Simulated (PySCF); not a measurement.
Compound: C6H8NO2 (doublet state).
Cartesian coordinates in Å at the GFN2-xTB level; atoms count from 1:
```
atom  x, y, z in Å
C1     1.9084    1.9077    0.0464
C2     1.1412    0.8013    0.6543
N3     1.2015   -0.3675    0.2036
C4     0.6025   -1.5403    0.3417
O5     0.9900   -2.5137    0.9296
C6    -0.6833   -1.6092   -0.5791
C7    -1.8020   -1.0634    0.1830
C8    -2.0738    0.3228    0.1916
O9    -1.4154    1.1778   -0.4028
H10    2.4612    2.4524    0.8086
H11    2.5828    1.5402   -0.7210
H12    1.1902    2.5963   -0.3997
H13    0.5136    1.0549    1.5116
H14   -0.8176   -2.6587   -0.8341
H15   -0.4710   -0.9943   -1.4544
H16   -2.3845   -1.7190    0.8104
H17   -2.9509    0.6247    0.7928
```

The hyperfine couplings belong to this conformer and change with its torsions.

Identity: `C/C=N/C(=O)C[CH]C=O` [radical].

Theory: UKS B3LYP, pcH-1 on C H N O, non-relativistic, mean-field spin-orbit, GIAO in PySCF. Isolated species at its GFN2-xTB geometry (one conformer only). Couplings are sensitive to structure, and on GFN2-xTB geometries they can be far from those on DFT ones. The frame is twisted about the N3–C4 bond at this geometry (dihedral C2–N3–C4–C6 = 85°); couplings at other torsion angles weren't computed. No stability test was run, so a lower SCF solution isn't excluded.

(1) The isotropic 13C couplings are +67.5, +52.9, -34.5, -20.9, +1.6 MHz. Assign them to C2; C4; C6; C7; C8.

(2) Match the computed a_iso(17O) values -22.7, -3.5 MHz with the sites O5; O9.

Results:

(1) 
```json
{"site": "C2", "a_iso (MHz)": "+1.6", "ρ(0) (bohr⁻³)": "+0.0014", "position": "4 bonds from C7", "distance from C7 (Å)": "3.52", "spin population": "+0.01", "largest |T| (MHz)": "2.3"}
{"site": "C4", "a_iso (MHz)": "+67.5", "ρ(0) (bohr⁻³)": "+0.0600", "position": "2 bonds from C7", "distance from C7 (Å)": "2.46", "spin population": "+0.04", "largest |T| (MHz)": "12.9"}
{"site": "C6", "a_iso (MHz)": "-20.9", "ρ(0) (bohr⁻³)": "-0.0186", "position": "1 bond from C7", "distance from C7 (Å)": "1.46", "spin population": "-0.05", "largest |T| (MHz)": "5.3"}
{"site": "C7", "a_iso (MHz)": "+52.9", "ρ(0) (bohr⁻³)": "+0.0471", "position": "largest spin population", "distance from C7 (Å)": "0.00", "spin population": "+0.71", "largest |T| (MHz)": "108.2"}
{"site": "C8", "a_iso (MHz)": "-34.5", "ρ(0) (bohr⁻³)": "-0.0307", "position": "1 bond from C7", "distance from C7 (Å)": "1.41", "spin population": "-0.08", "largest |T| (MHz)": "8.8"}
```

(2) 
| site | a_iso (MHz) | ρ(0) (bohr⁻³) | position | distance from C7 (Å) | spin population | largest \|T\| (MHz) |
| --- | --- | --- | --- | --- | --- | --- |
| O5 | -3.5 | +0.0057 | 3 bonds from C7 | 3.23 | +0.05 | 18.8 |
| O9 | -22.7 | +0.0375 | 2 bonds from C7 | 2.35 | +0.32 | 100.5 |

ρ(0) is the spin density at the nucleus and T the dipolar tensor; entries for several nuclei are means. The largest Mulliken spin populations are on C7 (+0.71), O9 (+0.32) and C8 (-0.08). The positive populations add up to 1.17 and the negative ones to -0.17, together 2S = 1. The angles at C7 add up to 359.8°, so it is planar; its axial dipolar tensor and the negative coupling of its proton fit spin in a p orbital normal to that plane.

Examples of negative spin density at the nucleus (bohr⁻³): C8 (-0.0307), C6 (-0.0186) and H16 (-0.0099).

Class means assume fast exchange of nuclei equivalent by connectivity; if that motion is slow, each nucleus keeps its own coupling. The 1H value of +33.0 MHz is a mean of couplings from 28.5 to 37.5 MHz in this one geometry, not an average over conformers.
